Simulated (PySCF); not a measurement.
C₆H₁₀F (doublet state).
Z-matrix (Å and degrees, GFN2-xTB geometry), rows numbered from 1:
```
C 
C   1  1.4754
C   2  1.5002  1  109.79
C   3  1.3173  2  123.41  1  -116.39
F   4  1.3478  3  121.90  2   178.93
C   2  1.5565  1  110.70  3   120.91
C   6  1.5216  2  111.79  1   175.70
H   1  1.0716  2  120.66  3   148.39
H   1  1.0723  2  120.38  3   -38.16
H   2  1.0953  1  109.83  3  -120.67
H   3  1.0804  2  116.74  1    62.47
H   4  1.0803  3  126.40  2    -1.14
H   6  1.0910  2  108.65  1   -62.69
H   6  1.0913  2  108.35  1    54.40
H   7  1.0876  6  110.59  2   -60.94
H   7  1.0878  6  110.15  2   179.22
H   7  1.0874  6  110.64  2    59.16
```

The hyperfine couplings belong to this conformer and change with its torsions.

Identity: `[CH2][C@@H](/C=C/F)CC` [radical].

Computed with UKS B3LYP, pcH-1 on C F H, non-relativistic, mean-field spin-orbit, GIAO in PySCF. The structure is a single GFN2-xTB conformer in the gas phase; no vibrational or solvent corrections. GFN2-xTB frequencies show an imaginary mode (39i cm⁻¹), so this geometry is no minimum at that level. A GFN2-xTB geometry isn't a minimum of the functional, and hyperfine couplings can be far from their values at a DFT geometry. Stability of the SCF solution: not tested.

Principal values of hyperfine tensors in MHz (contact and dipolar terms together), for some of the nuclei:

```tsv
atom	isotope	A1	A2	A3
C1	13C	12.13	12.73	256.59
C6	13C	73.79	74.00	91.89
H8	1H	-103.32	-63.60	-24.00
H9	1H	-103.04	-63.69	-23.80
C2	13C	-33.38	-30.56	-29.03
H10	1H	21.85	22.86	36.72
C3	13C	17.94	18.31	25.38
F5	19F	4.50	5.23	20.33
```

(1) Split each tensor into its isotropic and traceless parts, and turn a_iso into mT with g = 2.0026.

(2) What spin density at the nucleus of F5 lies behind its contact coupling (g_N = 5.25774)?

(3) C7 (13C, g_N = 1.40482) isn't in the table. Its spin density at the nucleus is 0.00768 bohr⁻³. What is its contact coupling?

(4) Which nucleus of the table has the largest anisotropic coupling, and what is its form?

(5) In a single crystal, with the field along each principal axis of the tensor of H8 in turn, what first-order splitting does this nucleus give (isotropic g, quadrupole terms neglected)?

Results:

(1) a_iso = (A1 + A2 + A3)/3, Ti = Ai − a_iso; 1 mT corresponds to 28.028 MHz.

| atom | a_iso (MHz) | a_iso (mT) | T1 | T2 | T3 |
| --- | --- | --- | --- | --- | --- |
| C1 | 93.82 | 3.347 | -81.69 | -81.09 | 162.78 |
| C6 | 79.89 | 2.850 | -6.11 | -5.89 | 12.00 |
| H8 | -63.64 | -2.271 | -39.68 | 0.04 | 39.64 |
| H9 | -63.51 | -2.266 | -39.53 | -0.18 | 39.71 |
| C2 | -30.99 | -1.106 | -2.39 | 0.43 | 1.96 |
| H10 | 27.14 | 0.968 | -5.30 | -4.28 | 9.58 |
| C3 | 20.54 | 0.733 | -2.60 | -2.24 | 4.84 |
| F5 | 10.02 | 0.357 | -5.52 | -4.79 | 10.31 |

(2) a_FC = (2μ0/3) gₑ μB g_N μN ρ(0)/(2S·h) = 800.24 MHz × g_N × ρ(0)/(2S), with ρ in bohr⁻³. With a_FC = 10.02 MHz and 2S = 1, ρ(0) = 0.002381 bohr⁻³.

(3) By the same relation, a_FC = 8.63 MHz. Its full tensor has the principal values 7.00, 7.04, 11.86 MHz.

(4) C1: -81.7, -81.1, 162.8 MHz, axial, in the ratio −1:−1:+2, the form that spin in one p orbital centred on that nucleus gives.

(5) 2 lines (I = 1/2), spaced by |A_i|/(g × 13.996): 3.69, 2.27, 0.86 mT along the axes of A1, A2 and A3.
